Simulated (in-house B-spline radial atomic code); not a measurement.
Radial electron density of the lanthanum ion La⁶⁺, [Ar] 3d9 4s2 4p6 4d10 5s2 5p3 9g1. Level of theory: Dirac-Hartree-Fock, average of configuration, Fermi nucleus of rms radius 4.855 fm; calculated with a B-spline radial code for spherical atoms.

Columns: r (bohr), 4πr²n(r) (electrons per bohr), bar.

```
 0.00097     2.48 #
 0.00125    3.811 ##
 0.00161    5.797 ###
 0.00208    8.757 ####
 0.00268    12.97 ######
 0.00346    18.88 #########
 0.00446    26.74 ############
 0.00575    36.66 #################
 0.00742    48.24 ######################
 0.00957    60.16 ###########################
  0.0123    70.11 ################################
  0.0159    75.73 ##################################
  0.0205    75.14 ##################################
  0.0265    70.03 ################################
  0.0341    66.63 ##############################
   0.044    72.01 #################################
  0.0567    86.21 #######################################
  0.0732    97.32 ############################################
  0.0943    91.51 #########################################
   0.122    74.56 ##################################
   0.157    70.47 ################################
   0.202    80.31 ####################################
   0.261    73.38 #################################
   0.336    44.36 ####################
   0.434    29.39 #############
   0.559    34.98 ################
   0.721    30.94 ##############
    0.93    16.52 #######
     1.2     8.29 ####
    1.55    5.107 ##
       2    2.142 #
    2.57   0.4373 
    3.32  0.02897 
    4.28  0.03185 
    5.52 0.006812 
    7.11  0.04007 
    9.17 0.0001637 
    11.8  0.06079 
    15.3  0.03866 
    19.7  0.09632 
    25.4 0.005152 
    32.7 1.221e-05 
    42.2 7.409e-10 
    54.4 2.188e-14
```

On this grid the curve has 8 maxima, near 0.0159, 0.0732, 0.202, 0.559, 4.28, 7.11, 11.8, 19.7 bohr.

The 3d3/2 radial function P(r) = rR(r), positive near the nucleus, with its small component Q(r) (sign convention: Q ≈ (P' + κP/r)/2c):

```csv
r (bohr),P,Q
0.00742,0.003204,0.006086
0.0123,0.01199,0.01468
0.0205,0.04429,0.03333
0.0341,0.1514,0.06733
0.0567,0.4522,0.1133
0.0943,1.084,0.1426
0.157,1.85,0.1117
0.261,1.887,0.03662
0.434,0.9023,-0.003028
0.721,0.1533,-0.00198
1.2,0.01235,-0.0001055
```
